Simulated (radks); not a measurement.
Ionisation of neutral germanium, [Ar] 3d10 4s2 4p2, to [Ar] 3d10 4s2 4p1 as the strength of local exchange is varied. Method: scalar-relativistic Kohn-Sham, Slater X-alpha exchange (alpha = 2/3 is LDA exchange), no correlation, spin-unpolarised, spherical densities, finite nucleus; Fermi nuclear charge, rms radius 4.0742 fm; computed with a radial shooting solver on a logarithmic mesh with Libxc functionals.

alpha,E(Ge) (hartree),exchange (hartree),IE (eV),-e of the level emptied (eV),<r> of it (bohr)
0.667,-2093.07084,-73.64158,6.585,3.093 (4p),2.970
0.74,-2101.15378,-82.02245,7.139,3.555 (4p),2.882
0.742,-2101.37568,-82.25294,7.154,3.568 (4p),2.879
0.766,-2104.04030,-85.02256,7.341,3.726 (4p),2.852
0.788,-2106.48587,-87.56733,7.514,3.873 (4p),2.828
0.847,-2113.05863,-94.42000,7.989,4.280 (4p),2.765
0.997,-2129.86194,-112.02566,9.256,5.388 (4p),2.624
1.014,-2131.77472,-114.03757,9.405,5.520 (4p),2.609

NIST Atomic Spectra Database: 7.899 eV (measured). The Delta-SCF value meets it near alpha = 0.84. Spin polarisation and multiplet splitting are left out, so open shells lie too high by an amount that depends on their filling.

Beside tabulated values, note that spin-unpolarised runs miss the spin-polarisation part of the exchange energy of open shells.
